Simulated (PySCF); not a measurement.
Computed shifts of a molecule C4H6OSi, B3LYP/pcSseg-1 (PySCF), GIAO, gas phase, atoms alike by connectivity averaged where their shifts nearly agree, in ppm (number of nuclei): ¹³C: 253.8 (1), 165.8 (1), 138.1 (1), 56.0 (1). ²⁹Si: -77.8 (1). ¹H: 7.62 (1), 6.84 (1), 4.52 (2), 3.10 (2). References: ¹⁷O against H2O (σ = 333.8 ppm); ¹³C against TMS (σ = 181.3 ppm); ²⁹Si against TMS (σ = 338.7 ppm); ¹H against TMS (σ = 31.68 ppm), references at their B3LYP-D3(BJ)/def2-TZVP geometries, non-relativistic. Geometry optimised at r2SCAN-D4/def2-SVP. One conformer was computed; it need not be the lowest.

Problem. Which structure fits?
(A) C#CC(=C)O[SiH3]
(B) C=C1C=CO[SiH2]1
(C) [SiH3]c1ccco1
(D) O=C1CC=C[SiH2]1

Solution. D, O=C1CC=C[SiH2]1
